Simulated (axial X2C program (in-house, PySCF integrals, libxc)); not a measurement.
BSe: properties at the nuclei

Computed with an in-house all-electron X2C program for linear molecules (integrals from PySCF): two-component X2C with atomic mean-field Coulomb and Gaunt terms, Gaussian nuclei, basis Se dyall-cv3z, B dyall-v3z with contracted cores.

R = 1.740 Å (near the PBE0 minimum at charge 0 of the determinant lowest at the starting distance; the state shown can have its own minimum elsewhere).

Determinant lowest in the PBE0 search, Ω = 1/2 (⟨Sz⟩ = 0.50, ⟨Lz⟩ = 0.00 at PBE0), spin on the atoms Se -0.02, B 0.52:

```tsv
level	Eeff magnitude (GV/cm)	Ws magnitude Se (kHz)	A∥/gI Se (MHz)	qzz Se (a.u.)	A∥/gI B (MHz)	qzz B (a.u.)	μ (D)
PBE0	0.642	0.535	206	0.65	449	-0.25	0.46
HF	0.467	0.361	187	0.07	515	-0.33	1.01
TPSSh	0.591	0.492	208	0.87	445	-0.24	0.39
r2SCAN	0.695	0.578	223	0.63	471	-0.25	0.47
BHandHLYP	0.656	0.544	164	0.83	471	-0.29	0.70
```

Determinant 2.15 eV from it at PBE0 and this distance, Ω = 3/2 (⟨Sz⟩ = 0.50, ⟨Lz⟩ = 1.00 at PBE0), spin on the atoms Se 0.46, B 0.04:

| level | Eeff magnitude (GV/cm) | Ws magnitude Se (kHz) | A∥/gI Se (MHz) | qzz Se (a.u.) | A∥/gI B (MHz) | qzz B (a.u.) | μ (D) |
| --- | --- | --- | --- | --- | --- | --- | --- |
| PBE0 | 0.232 | 0.0537 | 408 | -4.00 | 7.93 | -0.56 | -3.00 |
| HF | 0.399 | 0.101 | 414 | -3.80 | 4.34 | -0.61 | -2.87 |
| TPSSh | 0.229 | 0.0535 | 413 | -3.96 | 8.38 | -0.56 | -2.99 |
| r2SCAN | 0.212 | 0.0458 | 426 | -4.10 | 11.2 | -0.56 | -3.07 |
| BHandHLYP | 0.24 | 0.0556 | 427 | -3.89 | 7.37 | -0.61 | -2.93 |

Eeff is the effective electric field on the electron electric dipole moment in this Ω state and Ws the scalar–pseudoscalar constant of the nucleus named (defined with the proton number Z and per Ω); A∥ (defined per Ω) follows by multiplying with gI = μI/(I μN); qzz is the electric field gradient, eQq0 = 234.96 MHz × Q/barn × qzz; μ is positive if the B end (last atom) is positive. The operators were transformed with the bare-nucleus X2C matrices; with these basis sets, hyperfine constants and field gradients can be off by tens of per cent, and where levels differ in sign neither size nor sign is settled.

(1) With gI(77Se) = 1.0701, gI(11B) = 1.7924, Q(11B) = 0.04059 barn (g factors from the IAEA table of nuclear moments by Stone; Q from Pyykkö, Mol. Phys. 2018), turn the PBE0 values of the first state into constants in MHz.

Each state is one determinant with collinear spin. Unrestricted Hartree–Fock can overshoot spin polarisation at the nuclei. The search compared states at one distance, so a state with another bond length can lie lower. Where a field gradient or hyperfine factor spreads by more than a factor of two over the levels, a constant derived from it is not to be relied on. PBE0 term energies can be off by some tenths of an eV.

Answers

(1) A∥(77Se) = 206 × 1.0701 = 220 MHz; A∥(11B) = 449 × 1.7924 = 805 MHz; eQq0(11B) = 234.96 × (0.04059) × (-0.25) = -2.38 MHz.
